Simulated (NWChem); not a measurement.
Species: CH4BF2N; SMILES FB(F)NC

```xyz
9

B      0.0034    -0.5696     0.0000
F      0.7096    -1.7059     0.0000
F     -1.3315    -0.6640     0.0000
N      0.6459     0.6722     0.0001
C     -0.0052     1.9730     0.0000
H      1.6569     0.6881    -0.0002
H      0.2582     2.5583    -0.8905
H      0.2629     2.5605     0.8875
H     -1.0872     1.8266     0.0030
```
Atoms are numbered in this order, from 1.

Program: NWChem. Pople sets run with spherical d functions. Coordinates come from a B3LYP/6-31G* (spherical d) optimisation. Level M06-2X/6-31G*: energy and gradient on several grids; changes count from the extra-fine grid, which is no exact limit either.

### Question
Which is the coarsest grid (coarse; medium; xcoarse; xfine; fine) from which on the energy stays within 50 μHa and each gradient component within 100 μHa/bohr of xfine?

### Answer
fine.
| grid | size of the energy change (μHa) | largest change of a gradient component (μHa/bohr) | time, medium = 1 (rough) |
|---|---|---|---|
| xcoarse | 30000 | 3000 | about 1 |
| coarse | 500 | 400 | about 1 |
| medium | 100 | 200 | about 1 |
| fine | < 10 | 40 | about 1 |
| xfine | < 10 | < 30 | 3 |
